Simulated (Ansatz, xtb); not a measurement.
Spectroscopic constants of PdCl, multiplicity 2 (lowest of 2S+1 = 2, 4 at CCSD(T)/def2-TZVPP on PBE0 minima; our sources give no spin for the ground state, which may be another). No spin–orbit coupling.

Seven points along R, fitted to fifth degree in 1/R; most abundant isotopes. In def2 and cc sets the state is the lowest found near the PBE0 minimum, followed along R.

The values were computed with Ansatz (an electronic-structure program); xtb for the GFN methods. Each number belongs to the level named beside it. In def2 rows elements past Kr take small-core potentials, without spin–orbit coupling. The GFN methods have no spin term and hold the electronic entropy of 300 K.

```tsv
level	r_e (Å)	ω_e (cm⁻¹)	α_e (cm⁻¹)	ω_e x_e (cm⁻¹)	dipole (D)
GFN1-xTB	2.190	369	0.00073	1.2	-
SVWN5/def2-TZVPP	2.167	394	0.00069	1.5	3.66
PBE/def2-TZVPP	2.223	358	0.00069	1.4	4.01
r2SCAN/def2-TZVPP	2.218	366	0.00065	1.3	4.46
B97M-V/def2-TZVPP	2.240	356	0.00063	1.3	4.64
B3LYP/def2-TZVPP	2.252	351	0.00063	1.3	4.61
PBE0/def2-TZVPP	2.229	364	0.00062	1.3	4.80
BHLYP/def2-TZVPP	2.268	354	0.00057	1.2	5.58
CAM-B3LYP/def2-TZVPP	2.241	365	0.00059	1.2	4.97
wB97X-V/def2-TZVPP	2.240	366	0.00058	1.2	5.23
wB97M-V/def2-TZVPP	2.246	362	0.00058	1.2	5.15
B2PLYP/def2-TZVPP	2.234	364	0.00060	1.2	-
CCSD/def2-TZVPP	2.248	362	0.00059	1.2	-
CCSD(T)/def2-TZVPP	2.237	366	0.00060	1.2	-
```

Correlated levels freeze the inner cores; with def2 sets outer-core shells near the valence are correlated too.
